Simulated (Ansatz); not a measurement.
A CCSD(T) single point on ClCu, SMILES `[Cl][Cu]`.

```yaml
crystal:
  periodic: [false, false, false]
  atoms:
    - {symbol: Cl, position_ang: [0.898308, -0.345181, 0.446366]}
    - {symbol: Cu, position_ang: [-0.868808, 0.284981, -0.442366]}
basis:
  gaussian: {orbitals: def2-QZVPP}
correlation: {method: ccsd_t}
```

```sh
$ ansatz run in.yaml --threads 2 --pin off --events-out ev --progress --plain
```

Log, shortened:

```
Functional definition: HF
1109 factors; integrals over basis functions are off by at most 1.6e-3 eV
mean field evaluation 1: about -57100.8587 eV, gradient 6.2e1 eV
mean field evaluation 2: about -57100.9583 eV, gradient 6.2e1 eV
mean field evaluation 4: about -57104.3248 eV, gradient 3.0e0 eV
mean field evaluation 8: about -57104.3999 eV, gradient 1.8e-1 eV
mean field evaluation 16: about -57104.4003 eV, gradient 2.8e-6 eV
mean field -57104.40029029 eV, -2098.5480039156 hartree, gradient 2.8e-6 eV, S^2 0.000000; 1 other end points of the search recorded, 0 dependent functions left out
10 core orbitals not correlated: weight in the atoms' cores, before any rotation towards them, 1.000 or more for the frozen orbitals, at most 0.000 for the correlated occupied ones
reference -57104.40029029 eV, -2098.5480039156 hartree; 13, 13 occupied and 147, 147 virtual orbitals, 1109 factors
second order -29.41569397 eV of doubles, -0.00000000 eV of singles
cycle   1  -25.13045220 eV  change     4.3e0 eV  update   2.1e-1
cycle   2  -26.61904228 eV  change    -1.5e0 eV  update   1.6e-1
cycle   3  -26.91129126 eV  change   -2.9e-1 eV  update   3.7e-2
cycle   4  -26.91966433 eV  change   -8.4e-3 eV  update   2.2e-2
cycle   5  -26.86881770 eV  change    5.1e-2 eV  update   1.3e-2
cycle   6  -26.86811307 eV  change    7.0e-4 eV  update   7.9e-3
cycle   7  -26.87977055 eV  change   -1.2e-2 eV  update   5.4e-3
cycle   8  -26.87901981 eV  change    7.5e-4 eV  update   3.1e-3
cycle   9  -26.87859304 eV  change    4.3e-4 eV  update   1.3e-3
cycle  10  -26.88187367 eV  change   -3.3e-3 eV  update   5.2e-4
cycle  11  -26.88178322 eV  change    9.0e-5 eV  update   2.7e-4
cycle  12  -26.88072913 eV  change    1.1e-3 eV  update   1.2e-4
cycle  13  -26.88078967 eV  change   -6.1e-5 eV  update   6.7e-5
cycle  14  -26.88084343 eV  change   -5.4e-5 eV  update   3.0e-5
cycle  15  -26.88079599 eV  change    4.7e-5 eV  update   1.5e-5
cycle  16  -26.88076070 eV  change    3.5e-5 eV  update   8.3e-6
cycle  17  -26.88080654 eV  change   -4.6e-5 eV  update   3.8e-6
cycle  18  -26.88079599 eV  change    1.1e-5 eV  update   2.0e-6
perturbative correction -1.00877132 eV, -0.0370716623 hartree
Total energy: -57132.28985761 eV, -2099.5729266101 hartree
```

It took 15 s on 2 threads of a server CPU on a shared host, with 1 GiB of host memory at the peak.

Correlation energy per correlated electron: -1.073 eV. T1 diagnostic: 0.0265.
